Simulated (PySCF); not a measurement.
Vertical excitations of a molecule C4H7BO from PySCF 2.14.0 with TDA-PBE/def2-SVPD, as energy in eV (oscillator strength): 4.99 (0.000), 5.66 (0.000), 5.84 (0.119), 6.48 (0.015), 6.63 (0.015), 6.73 (0.001), 6.79 (0.154), 7.10 (0.001), 7.15 (0.030), 7.30 (0.061). Lowest triplet (TDA): 4.43 eV. The structure is a stationary point at PBE0-D3(BJ)/def2-SVP. Other conformers were not sampled.

**Question.** Pick the molecule that these values belong to.
A. C#CB(C)OC
B. CB1OC=C1C
C. C=C1CCB1O
D. C[C@@H]1C=CB1O

**Answer.** A, C#CB(C)OC
